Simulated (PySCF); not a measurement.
Run record: geometry optimisation, `C=CBC(=C)C`.

Method: PBE0-D3(BJ)/def2-SVP geometry optimisation, gas phase (PySCF 2.14.0). Start geometry: GFN2-xTB. A driver script takes a list of jobs; this job's settings line and coordinates (Å) are shown.

Input:
```
{"job": {"xc": "PBE0", "basis": "def2-SVP", "d3": "d3bj", "grid": 1, "kind": "geom"}, "charge": 0, "multiplicity": 1}
C      2.873522     0.101949    -0.495802
C      1.617918    -0.176408    -0.142512
B      0.383126     0.516910    -0.769418
C     -1.069627     0.162474    -0.338111
C     -2.114609     0.779669    -0.900199
C     -1.318416    -0.880982     0.718196
H      3.092385     0.840277    -1.251282
H      3.731691    -0.385606    -0.055445
H      1.487257    -0.932567     0.624888
H      0.548467     1.332735    -1.595444
H     -1.983359     1.532516    -1.659537
H     -3.137440     0.559863    -0.626860
H     -2.382632    -1.016609     0.903807
H     -0.895483    -1.835939     0.408964
H     -0.837213    -0.590292     1.651187
```

Output:
```
step   0  E = -220.31566890  max force = 0.014386
step   1  E = -220.31851206  max force = 0.001550
step   2  E = -220.31848714  max force = 0.001675
step   3  E = -220.31862727  max force = 0.000254
step   4  E = -220.31862710  max force = 0.000277
optimisation converged
```

Energies in Eh; «max force» is the largest Cartesian gradient component in Eh/bohr.

Q: Give the first gradient maximum in eV/Å.

A: With 1 Eh/bohr = 51.422 eV/Å, 0.740 eV/Å.

In short: final energy -220.31863 Eh after 4 steps; dipole 0.62 D.

Q: Give the final coordinates.

A: 0.076 Å rms from the input after alignment:
```
atom  x, y, z in Å
C1     2.8464    0.0407   -0.6848
C2     1.6116   -0.3042   -0.2772
B3     0.3524    0.3601   -0.8864
C4    -1.1032    0.0065   -0.4665
C5    -2.1063    0.6665   -1.0807
C6    -1.3844   -1.0313    0.5852
H7     2.9897    0.8032   -1.4589
H8     3.7570   -0.4117   -0.2749
H9     1.5327   -1.0745    0.5015
H10    0.5153    1.2066   -1.7425
H11   -1.8957    1.4205   -1.8451
H12   -3.1629    0.4823   -0.8470
H13   -2.4617   -1.1636    0.7678
H14   -0.9664   -2.0100    0.2972
H15   -0.9084   -0.7634    1.5429
```

The run took 29 s wall on one thread, Arm Neoverse V1, no GPU, on a shared host.
Labels such as C1 count atoms from 1, the log's own numbers from 0.
